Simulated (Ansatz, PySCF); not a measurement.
Molecule: SiBr2F (charge 0, doublet). SMILES: [Si](Br)(Br)F
Coordinates optimised at B3LYP-D3(BJ)/def2-TZVP (Ansatz, a quantum-chemistry and plane-wave program):
```xyz
4

F     -0.0303     2.1031    -0.1605
Si    -0.0080     0.6736     0.5524
Br    -1.8389    -0.4313    -0.0847
Br     1.8499    -0.3789    -0.0950
```
Charge 0, spin multiplicity 2.

Quantity: size of the dipole moment, in D. Set-up: no dispersion term unless named; six Cartesian d functions in 6-31G* and its kin unless marked 5d; LANL2DZ with its own core potentials from Na on; UHF or UKS for open shells; non-relativistic; no spin-orbit coupling. First-principles rows: single points at B3LYP-D3(BJ) geometries (Ansatz).

| level | program | size of the dipole moment (D) |
|---|---|---|
| PBE/STO-3G | Ansatz | 1.68 |
| PBE/6-31G* | Ansatz | 0.73 |
| PBE/def2-SVP | Ansatz | 0.69 |
| BLYP/6-31G* | Ansatz | 0.74 |
| BLYP/6-31G* with LANL2DZ past Ar | Ansatz | 0.86 |
| BP86/def2-SVP | PySCF | 0.71 |
| B3LYP/STO-3G | Ansatz | 1.73 |
| B3LYP/6-31G* | Ansatz | 0.91 |
| PBE0/6-31G* with LANL2DZ past Ar | Ansatz | 1.14 |

No value to compare with is used here. The 9 habitual levels span 0.69 (PBE/def2-SVP) to 1.73 D (B3LYP/STO-3G).

The levels are drawn from those run, B3LYP/6-31G* more often than the rest, none by its result; left out are runs that failed, that the program found above a lower state of the same kind, or whose <S^2> lies over 0.5 above the pure value.
